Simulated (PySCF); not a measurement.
Nb(O)(F)(Me)2 (C2H6FNbO), SMILES [CH3][Nb]([CH3])(=[O])[F], multiplicity 1. Geometry optimised at PBE-D3(BJ)/def2-SVP. The spin state was assumed, not searched. The def2 effective core potentials stand for the cores of Nb; spin–orbit coupling is left out.

Computed equilibrium geometry at PBE-D3(BJ)/def2-SVP (PySCF confirms it by a frequency run) as bond lengths and angles, and its point group:
point group Cs.
Atoms: Nb1 O2 F3 C4 H5 H6 H7 C8 H9 H10 H11. Bonds (Å): Nb1–O2 1.710, Nb1–F3 1.884, Nb1–C4 2.151, Nb1–C8 2.151, C4–H5 1.114, C4–H6 1.112, C4–H7 1.110, C8–H9 1.110, C8–H10 1.112, C8–H11 1.114. Angles (°): O2–Nb1–F3 111.5, O2–Nb1–C4 104.8, O2–Nb1–C8 104.8, F3–Nb1–C4 113.0, F3–Nb1–C8 113.0, C4–Nb1–C8 109.1, Nb1–C4–H5 108.0, Nb1–C4–H6 110.8, Nb1–C4–H7 112.9, H5–C4–H6 108.8, H5–C4–H7 107.3, H6–C4–H7 108.9, Nb1–C8–H9 112.9, Nb1–C8–H10 110.8, Nb1–C8–H11 108.0, H9–C8–H10 108.9, H9–C8–H11 107.3, H10–C8–H11 108.8.
